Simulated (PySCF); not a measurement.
# Working with the constants of CdP

BP86 constants of CdP, ⁴Σ⁻ (quartet), unpaired electrons σ ↑, π ↑↑ (PySCF, scalar-relativistic core potentials, basis sets Cd def2-SVP with ECP28, P def2-SVP; masses 113.9034 and 30.9738 u):

| Item | Value |
| --- | --- |
| ωe | 156.6 cm⁻¹ |
| ωexe | 2.11 cm⁻¹ |
| Be | 0.093248 cm⁻¹ |
| αe | 0.00121 cm⁻¹ |
| D (centrifugal) | 1.32e-07 cm⁻¹ |
| De to Cd + P | 0.339 eV |

**Question.** Give the vibrational terms G(v) and spacings up to v = 6.

**Answer.** G(v) = ωe(v+½) − ωexe(v+½)².

```json
{"v": "0", "G(v) (cm⁻¹)": "78", "G(v) − G(v−1)": "", "Bv (cm⁻¹)": "0.09264"}
{"v": "1", "G(v) (cm⁻¹)": "230", "G(v) − G(v−1)": "152", "Bv (cm⁻¹)": "0.09143"}
{"v": "2", "G(v) (cm⁻¹)": "378", "G(v) − G(v−1)": "148", "Bv (cm⁻¹)": "0.09022"}
{"v": "3", "G(v) (cm⁻¹)": "522", "G(v) − G(v−1)": "144", "Bv (cm⁻¹)": "0.08901"}
{"v": "4", "G(v) (cm⁻¹)": "662", "G(v) − G(v−1)": "140", "Bv (cm⁻¹)": "0.08780"}
{"v": "5", "G(v) (cm⁻¹)": "797", "G(v) − G(v−1)": "136", "Bv (cm⁻¹)": "0.08659"}
{"v": "6", "G(v) (cm⁻¹)": "929", "G(v) − G(v−1)": "131", "Bv (cm⁻¹)": "0.08538"}
```

**Question.** How well does the Morse estimate ωe²/(4ωexe) reproduce De, and what is D0?

**Answer.** It gives 0.360 eV, 106 % of the computed De. D0 = De − G(0) = 0.339 − 0.010 = 0.329 eV.

The bond is weak. Basis-set superposition, not corrected here, can be much of De in a small basis, most of all at correlated wavefunction levels. Functionals without a dispersion term scatter widely for such bonds, and LDA overbinds them. Spin–orbit coupling is left out. The state is the lowest determinant that a PBE0 search found; another state may lie lower at other levels.
